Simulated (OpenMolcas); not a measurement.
Systems:
- [Ti(NH3)4]2+, a model complex in vacuum: tetrahedral, Ti–NH3 2.17 Å; shape imposed, not necessarily the one it adopts

Coordinates (Å) for ANO-RCC-VDZP on Ti, N and ANO-RCC-VDZ on H:

```xyz
17

Ti     0.0000     0.0000     0.0000
N      1.2505     1.2505     1.2505
H      2.1446     0.8167     1.4806
H      1.4806     2.1446     0.8167
H      0.8167     1.4806     2.1446
N      1.2505    -1.2505    -1.2505
H      2.2473    -1.0973    -1.0973
H      1.0973    -2.2473    -1.0973
H      1.0973    -1.0973    -2.2473
N     -1.2505     1.2505    -1.2505
H     -1.0973     2.2473    -1.0973
H     -1.0973     1.0973    -2.2473
H     -2.2473     1.0973    -1.0973
N     -1.2505    -1.2505     1.2505
H     -1.0973    -1.0973     2.2473
H     -2.2473    -1.0973     1.0973
H     -1.0973    -2.2473     1.0973
```

Method: state-averaged CASSCF on the open d shell with SC-NEVPT2, ANO basis sets as named, scalar-relativistic DKH2, RICD, in OpenMolcas. State energies are spin-free and vertical. Orbital splittings and repulsion parameters are fits to the integrals of the highest spin's CASSCF orbitals. J levels and χT include spin-orbit coupling (RASSI on CASSCF energies). Times are rough, from shared cores.

```csv
case,ground state,first state of the same spin (cm⁻¹),first state of another spin (cm⁻¹),d-orbital splitting (cm⁻¹),Racah B (cm⁻¹),χT at 300 K (cm³ K/mol),basis functions,relative time
"ANO-RCC-VDZP on Ti, N and ANO-RCC-VDZ on H",triplet (3A2 parentage),triplet (3T2 parentage) 6050,singlet (1E parentage) 9240,5620,738,1.02,114,4
ANO-RCC-MB,triplet (3A2 parentage),triplet (3T2 parentage) 5930,singlet (1E parentage) 10420,5780,718,1.02,50,1
ANO-RCC-VDZ,triplet (3A2 parentage),triplet (3T2 parentage) 5690,singlet (1E parentage) 9060,5530,744,1.02,87,2
ANO-RCC-VTZP,triplet (3A2 parentage),triplet (3T2 parentage) 5970,singlet (1E parentage) 8600,5520,737,1.02,347,70
```

Ligand-to-metal charge-transfer configurations lie outside the minimal active space. Bond lengths were set by rule and not optimised; energies are vertical at this geometry. Gaps under about 300 cm⁻¹ between spin-free states are not resolved by the perturbation step.
